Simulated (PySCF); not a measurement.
3,3,4,4,5,5,5-heptafluoropent-1-ene, C₅H₃F₇.
Bonds: C1–C2 (double), C2–C3, C3–F4, C3–F5, C3–C6, C6–F7, C6–F8, C6–C9, C9–F10, C9–F11, C9–F12. Hydrogens: H13, H14 on C1; H15 on C2.

Torsions of this conformer, `[CH2:1]=[CH:2][C:3]([F:4])([F:5])[C:6]([F:7])([F:8])[C:9]([F:10])([F:11])[F:12]`: C1–C2–C3–F4 128°, C2–C3–C6–F7 -59°, C3–C6–C9–F10 178°.

The closed-shell ground state was solved at several levels (PySCF, density fitting, gas phase, non-relativistic). One conformer (not necessarily the lowest) at the PBE0-D3(BJ)/def2-SVP geometry, without solvent, vibrations or thermal averaging.

```json
{"level": "PBE0/pcSseg-1", "basis functions": "219", "HOMO (eV)": "-8.86", "LUMO (eV)": "-1.03", "gap (eV)": "7.83", "dipole (D)": "2.47"}
{"level": "CAM-B3LYP/def2-SVPD", "basis functions": "285", "HOMO (eV)": "-10.31", "LUMO (eV)": "0.00", "gap (eV)": "10.31", "dipole (D)": "2.65"}
{"level": "B97-2/pcSseg-2", "basis functions": "474", "HOMO (eV)": "-8.58", "LUMO (eV)": "-1.16", "gap (eV)": "7.42", "dipole (D)": "2.51"}
```

(1) What might B3LYP/pcJ-1 (354 basis functions) give for the same quantities?

(2) Over all these levels, which gives the widest orbital gap and which the narrowest?

(3) How far do the dipole and the HOMO energy spread over the levels?

Answers

(1) HOMO -8.60 eV, LUMO -1.24 eV, gap 7.36 eV, dipole 2.47 D.

(2) CAM-B3LYP/def2-SVPD (range-separated hybrid) has the widest, 10.31 eV, and B3LYP/pcJ-1 (global hybrid, 20 % exact exchange) the narrowest, 7.36 eV. Functional and basis both differ between the two, so the spread mixes both effects.

(3) The dipole runs from 2.47 to 2.65 D (mean 2.52 D) and the HOMO from -10.31 to -8.58 eV.
